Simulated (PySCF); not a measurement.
Circular dichroism: SMILES [Si@@H]1(C)C[C@@H]1F, C3H7FSi

Geometry:
| atom | x (Å) | y (Å) | z (Å) |
| --- | --- | --- | --- |
| C1 | 1.523 | 0.100 | -1.114 |
| Si2 | 0.542 | -0.398 | 0.419 |
| C3 | -1.321 | -0.653 | 0.251 |
| C4 | -0.943 | 0.676 | 0.915 |
| F5 | -1.261 | 1.798 | 0.183 |
| H6 | 0.914 | 0.710 | -1.775 |
| H7 | 2.402 | 0.678 | -0.844 |
| H8 | 1.859 | -0.771 | -1.669 |
| H9 | 1.218 | -1.081 | 1.510 |
| H10 | -1.790 | -0.546 | -0.717 |
| H11 | -1.865 | -1.346 | 0.878 |
| H12 | -1.276 | 0.835 | 1.935 |

The calculation used TDDFT BHandHLYP/aug-cc-pVDZ circular dichroism and optical rotation, one conformer, gas phase in PySCF 2.14.0. Geometry: GFN2-xTB.

Question: Assign R or S to each stereocentre.

Answer: Si2 R, C4 R.

Question: Which excitations and rotatory strengths does the calculation give?

Answer: Rotatory strengths R in 10⁻⁴⁰ esu² cm², velocity form and length form (origin at the centre of mass); f in length form.
```csv
state,E (eV),λ (nm),f,R (velocity),R (length),main
1,5.99,207,0.007,+35.8,+34.4,HOMO→LUMO 0.73
2,6.29,197,0.032,-3.2,-2.9,HOMO→LUMO+2 0.85
3,6.32,196,0.092,-8.7,-8.2,HOMO→LUMO+1 0.85
4,6.77,183,0.008,-5.2,-5.0,"HOMO→LUMO+3 0.70, HOMO→LUMO 0.09"
5,6.83,181,0.011,+5.8,+5.4,"HOMO→LUMO+4 0.16, HOMO→LUMO+5 0.15"
6,7.23,171,0.005,-30.6,-29.6,"HOMO−1→LUMO 0.35, HOMO−1→LUMO+1 0.19"
7,7.42,167,0.001,+3.1,+2.7,"HOMO→LUMO+4 0.50, HOMO→LUMO+6 0.14"
8,7.46,166,0.019,-14.0,-13.8,"HOMO−1→LUMO+2 0.30, HOMO→LUMO+6 0.09"
9,7.51,165,0.015,-4.8,-4.9,"HOMO→LUMO+7 0.39, HOMO→LUMO+5 0.20"
10,7.56,164,0.062,-22.5,-22.3,"HOMO→LUMO+5 0.38, HOMO→LUMO+7 0.14"
11,7.62,163,0.019,-11.0,-10.8,"HOMO→LUMO+6 0.35, HOMO−1→LUMO+1 0.14"
12,7.75,160,0.013,-19.3,-19.1,"HOMO−1→LUMO+2 0.40, HOMO−1→LUMO+1 0.18"
```

Among the states computed, the strongest CD band (largest |R|) is state 1. The largest dissymmetry factor in size, g = 4R/(D+G), with D and G the electric and magnetic dipole strengths, is -0.066 for state 6 (velocity form, f = 0.005), among bands with |R| over 0.5. The mirror image has the same energies and oscillator strengths and all R with the opposite sign.
